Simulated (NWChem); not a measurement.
Molecule: CH6N2Si2; SMILES N[Si@H]1C=N[SiH2]1

```xyz
11

N      0.2846    -2.3316     0.4227
Si    -0.0439    -0.8547    -0.3920
C     -1.4201     0.4088     0.1067
N     -0.8912     1.5802     0.1732
Si     0.8829     1.2654     0.0334
H      0.5018    -2.3914     1.4092
H      0.1145    -3.2367     0.0033
H     -0.2091    -1.2269    -1.8336
H     -2.5129     0.2927     0.2591
H      1.5477     1.5023     1.3525
H      1.5774     2.1180    -0.9819
```
Atoms are numbered in this order, from 1.

Computed with NWChem. Pople sets run with spherical d functions. All runs use the structure optimised with PBE0/def2-SVP. Ions are spin-unrestricted doublets at the neutral geometry; other ion states weren't tried.

Order these by “ΔSCF minus −ε(HOMO) (eV)”, lowest first: LDA (Slater exchange, VWN5)/6-31+G*; r2SCAN/6-31+G*; PBE0/6-31+G*; B3LYP/6-31+G*.

PBE0/6-31+G* (1.91), B3LYP/6-31+G* (2.13), r2SCAN/6-31+G* (2.81), LDA (Slater exchange, VWN5)/6-31+G* (2.96)
